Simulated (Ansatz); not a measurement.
Consider the atomization: `C[SiH2]C(O)(F)F` → 2 C• + 2 F• + 6 H• + O• + Si•.

Isolated molecules relaxed with PBE0-D4/def2-TZVP in Ansatz; ΔE leaves out vibrations. CCSD(T)/CBS is the MP2 limit (def2-TZVPP, def2-QZVPP) plus CCSD(T) − MP2 in def2-TZVPP, frozen cores. This one scheme is used for every species, atoms too. Open shells (•) are unrestricted, without spin–orbit coupling. Spin–orbit coupling would lower the free atoms: a little for C, F, O, Si. Each species was taken in one conformer, which may not be the lowest.

| species | CCSD(T)/CBS(def2) energy (Eh) |
| --- | --- |
| `C[SiH2]C(O)(F)F` | -643.56274 |
| C• | -37.79194 |
| F• | -99.66871 |
| H• | -0.50000 |
| O• | -75.00631 |
| Si• | -288.94402 |

(1) Work out ΔE.

Largest T1 diagnostic among the species: 0.012.

Results:

(1) ΔE = 6 × (-0.50000) + 2 × (-37.79194) + 2 × (-99.66871) + (-75.00631) + (-288.94402) − (-643.56274) = 1.69111 Eh = +4440.0 kJ/mol.

The D4 term adds +36.5 kJ/mol with B3LYP and +19.2 kJ/mol with PBE0; it sums over pairs of atoms, weighted by their polarisabilities, and B3LYP, whose exchange is more repulsive, gets the larger term. From PBE to PBE0 (25 % exact exchange), in def2-TZVPP and without D4, ΔE moves by −102.1 kJ/mol: exact exchange takes away binding that semilocal exchange gives to molecules.

B3LYP here is the variant with VWN-RPA as its local correlation; programs differ in this.

For atomizations the MP2-based limit and the directly extrapolated one differ by several kJ/mol either way, and by 10 to 25 for some Ge, Se and Sn compounds, so smaller differences from it don't rank the levels.
